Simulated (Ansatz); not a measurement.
Input and output for Cl2FOSi, SMILES `[O][Si](F)(Cl)Cl` radical.

```yaml
crystal:
  periodic: [false, false, false]
  atoms:
    - {symbol: O, position_ang: [1.186451, -1.052828, 0.355558]}
    - {symbol: Si, position_ang: [0.028760, -0.007726, 0.141576]}
    - {symbol: F, position_ang: [-0.983037, 0.286827, 1.202069]}
    - {symbol: Cl, position_ang: [-1.168453, -0.736617, -1.364628]}
    - {symbol: Cl, position_ang: [0.833254, 1.740899, -0.338032]}
basis:
  gaussian: {orbitals: 6-31G}
magnetization: {spin_polarized: true, initial_magnetization: 1}
hamiltonian: {xc: {name: r2SCANh}, dispersion: d3bjatm}
accuracy: high
```

```sh
$ ansatz run in.yaml --threads 4 --pin off --events-out ev --progress --plain --max-ram 10444MiB
```

Shortened log:

```
Functional definition: r2SCANh
1253 factors; integrals over basis functions are off by at most 3.2e-9 eV
mean field evaluation 1: about -37665.3240 eV, gradient 5.0e1 eV
mean field evaluation 2: about -37541.2470 eV, gradient 1.4e2 eV
mean field evaluation 4: about -37676.2240 eV, gradient 2.0e1 eV
mean field evaluation 8: about -37677.9028 eV, gradient 2.8e-1 eV
mean field evaluation 16: about -37677.9543 eV, gradient 6.3e-2 eV
mean field evaluation 32: about -37677.9549 eV, gradient 8.9e-6 eV
mean field -37677.95488540 eV, -1384.6393030034 hartree, gradient 5.1e-8 eV, S^2 0.754140; 2 other end points of the search recorded, 0 dependent functions left out
reference -37677.95488728 eV, -1384.6393030725 hartree; 33, 32 occupied and 24, 25 virtual orbitals, 1253 factors
Total energy: -37677.99662651 eV, -1384.6408369608 hartree
```

Hardware: 4 threads of an Arm Neoverse V2 on a shared host. Wall time 9 s, peak host memory 0.46 GiB.
